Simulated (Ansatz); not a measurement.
Molecule: C3H9BN (charge 0, doublet). It need not be the lowest isomer of its formula. SMILES: [CH2]B(NC)C
Structure (B3LYP-D3(BJ)/def2-TZVP (Ansatz, a quantum-chemistry and plane-wave program) minimum search):
```
B
N 1 1.4099
H 2 1.0091 1 117.38
C 2 1.4494 3 113.18 1 -180.00
H 4 1.0869 2 110.05 3 180.00
H 4 1.0940 5 107.92 2 -121.78
H 4 1.0940 5 107.92 6 -116.43
C 1 1.5369 2 121.24 3 180.00
H 8 1.0847 1 125.27 2 0.00
H 8 1.0851 9 113.37 5 -180.00
C 1 1.5850 2 118.46 3 0.00
H 11 1.0935 1 113.85 2 0.00
H 11 1.0946 12 107.43 1 123.23
H 11 1.0946 12 107.43 13 113.54
```
Charge 0, spin multiplicity 2.

Computed values are from Ansatz. Correlated levels leave the core frozen unless marked. UHF or UKS for open shells. Spin-orbit coupling is left out. No relativistic terms. CBS marks a two-point X^-3 extrapolation of the correlation energy; Hartree-Fock from the larger set.

The atomisation energy De is 1290.1 kcal/mol at CCSD(T)/CBS(cc-pVTZ,cc-pVQZ). The total energy is -199.0560 Eh at CCSD(T)/CBS(cc-pVTZ,cc-pVQZ). The dipole moment comes out as 1.50 D at CCSD(T)/aug-cc-pVDZ and the T1 diagnostic is 0.014 at CCSD/cc-pVQZ.
